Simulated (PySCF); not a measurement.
Calculation: B3LYP-D3(BJ)/def2-TZVP // PBE-D3(BJ)/def2-SVP (PySCF). Isolated molecules, 0 K electronic values unless said otherwise. B3LYP has the VWN-RPA correlation part, as in Gaussian. 

Reference species: [Nb(F)5] (neutral, multiplicity 1).

```json
{
  "HOMO–LUMO gap": "8.05 eV",
  "mean_distance_from_the_central_atom_to_its_bonded_neighbours": "1.864 Å",
  "coordination_number": "5"
}
```

Changed species: [Nb(Cl)3(F)2] (2 of 5 Cl replaced by F; the reference has 5 of 5 Cl replaced by F).

Q: Predict the effect on the HOMO–LUMO gap, mean distance from the central atom to its bonded neighbours and coordination number.

A: the HOMO–LUMO gap drops by 2.26 eV, to 5.79 eV; the mean distance from the central atom to its bonded neighbours rises by 0.262 Å, to 2.126 Å; the coordination number stays essentially unchanged.
